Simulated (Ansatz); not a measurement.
Re2Te3. Charge 0, multiplicity 1. Geometry PBE-D4/def2-SVP.

```xyz
5

Re   -1.1348    0.8191   -0.9785
Re    1.1349   -0.8188    0.9785
Te    0.1078    1.5700    1.1889
Te    1.2189   -0.1539   -1.5427
Te   -1.3269   -1.4163    0.3538
```

In the def2 sets Re, Te take a core potential; there is no spin–orbit coupling. At HF/def2-TZVP the restricted singlet is unstable: a solution with broken spin symmetry lies lower. The restricted singlet is unstable towards broken spin symmetry in Hartree–Fock (as tested in another run); at PBE-D4/def2-SVP, PBE-D4/def2-TZVP, r2SCAN-D4/def2-TZVP, PBE0-D4/def2-SVP this wasn't settled. No other spin state of charge 0 was run. Another isomer (singlet) lies 3.15 eV lower at PBE0-D4/def2-TZVP; other spin states weren't run for this one.

(1) Estimate the orbital energies around the gap (eV) in Ansatz with HF/def2-TZVP, PBE-D4/def2-SVP, PBE-D4/def2-TZVP, r2SCAN-D4/def2-TZVP, PBE0-D4/def2-SVP.

## Answers

(1) 
```tsv
orbital	HF/def2-TZVP	PBE-D4/def2-SVP	PBE-D4/def2-TZVP	r2SCAN-D4/def2-TZVP	PBE0-D4/def2-SVP
HOMO−9	-11.54	-7.63	-7.57	-7.80	-8.65
HOMO−8	-10.49	-7.33	-7.25	-7.47	-8.21
HOMO−7	-10.38	-7.33	-7.25	-7.47	-8.21
HOMO−6	-9.44	-6.30	-6.25	-6.37	-7.00
HOMO−5	-9.26	-6.30	-6.25	-6.37	-7.00
HOMO−4	-8.73	-5.00	-4.99	-5.11	-5.97
HOMO−3	-8.37	-4.74	-4.72	-4.84	-5.48
HOMO−2	-7.94	-4.74	-4.72	-4.84	-5.48
HOMO−1	-7.79	-4.50	-4.48	-4.59	-5.07
HOMO	-6.28	-3.92	-3.92	-4.16	-4.94
LUMO	-0.74	-3.73	-3.73	-3.76	-3.25
LUMO+1	0.09	-3.73	-3.73	-3.76	-3.25
LUMO+2	0.11	-3.50	-3.53	-3.40	-2.72
LUMO+3	0.45	-3.50	-3.53	-3.40	-2.72
LUMO+4	0.51	-3.04	-3.10	-3.07	-2.55
LUMO+5	1.17	-2.07	-2.12	-1.91	-1.16
```
